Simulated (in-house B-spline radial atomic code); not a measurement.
Response and correlation along the 4-electron series, closed shell [He] 2s2; the second-order energy is extrapolated in partial waves. Computed with a B-spline radial code for spherical atoms: relativistic RPA and second-order many-body perturbation theory on Dirac-Hartree-Fock.

| ion | Z | dipole polarisability (bohr³) | quadrupole polarisability (bohr⁵) | ratio of RPA to uncoupled dipole | second order correlation energy (Eh) | C6 of two such ions (Eh bohr⁶) |
| --- | --- | --- | --- | --- | --- | --- |
| Fe22+ | 26 | 0.016373 | 0.00014449 | 1.4029 | -0.22007 | 0.00066105 |
| Co23+ | 27 | 0.014273 | 0.00011299 | 1.4011 | -0.22456 | 0.00052992 |
| Ni24+ | 28 | 0.012495 | 8.9164e-05 | 1.3992 | -0.22885 | 0.00042789 |
| Cu25+ | 29 | 0.010981 | 7.0959e-05 | 1.3971 | -0.23298 | 0.00034781 |
| Zn26+ | 30 | 0.009685 | 5.6913e-05 | 1.395 | -0.23692 | 0.00028443 |
| Ga27+ | 31 | 0.0085701 | 4.5979e-05 | 1.3929 | -0.24071 | 0.0002339 |
| Ge28+ | 32 | 0.0076069 | 3.7398e-05 | 1.3909 | -0.24427 | 0.00019334 |
| As29+ | 33 | 0.0067715 | 3.0609e-05 | 1.389 | -0.24767 | 0.00016057 |
| Se30+ | 34 | 0.0060441 | 2.5201e-05 | 1.3872 | -0.25089 | 0.00013394 |
| Br31+ | 35 | 0.0054087 | 2.0862e-05 | 1.3855 | -0.25392 | 0.00011219 |
| Kr32+ | 36 | 0.0048518 | 1.736e-05 | 1.3841 | -0.25681 | 9.4322e-05 |
| Rb33+ | 37 | 0.0043622 | 1.4517e-05 | 1.383 | -0.25949 | 7.9584e-05 |
| Sr34+ | 38 | 0.0039306 | 1.2194e-05 | 1.382 | -0.262 | 6.7374e-05 |

**Question.** How fast does the dipole polarisability fall along the series?

**Answer.** From 0.01637 to 0.003931 bohr³; a fit of its logarithm against log Z from Z = 26 to 38 has slope -3.76.
